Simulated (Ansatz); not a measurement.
The cluster Na₅, relaxed as a doublet with UKS PBE/def2-SVP in Ansatz, starting from the GFN1-xTB geometry. Force threshold 0.02 eV/Å.

Another isomer (doublet) lies 0.16 eV lower at PBE0/def2-TZVP; other spin states weren't run for this one.

Start:

Cartesian coordinates in Å:
```
Na 2.472 -1.338 -0.365
Na 0.554 0.834 1.203
Na -0.910 -1.769 0.699
Na 0.432 1.036 -1.796
Na -2.547 1.237 0.259
```

(1) Estimate the energy that the relaxation releases and the steps that it takes.

(2) Does the start keep its bonding?

(3) Predict the relaxed structure.

## Answers

(1) 2.1 kcal/mol, in 5 steps; 28 s on 4 threads of Arm Neoverse V2 on a shared host. No frequencies were taken in this run, so the end may be a saddle point.

(2) By distances, no bond broke or formed. The bond that changes most is Na2–Na4, from 3.01 to 3.24 Å (atoms count from 1).

(3) 
```xyz
5

Na    2.635   -1.395   -0.390
Na    0.612    0.914    1.339
Na   -0.976   -1.834    0.658
Na    0.425    1.002   -1.893
Na   -2.695    1.313    0.285
```
Bond lengths (bridged metal pairs left out): 8 × Na–Na 3.24 to 3.82 Å.
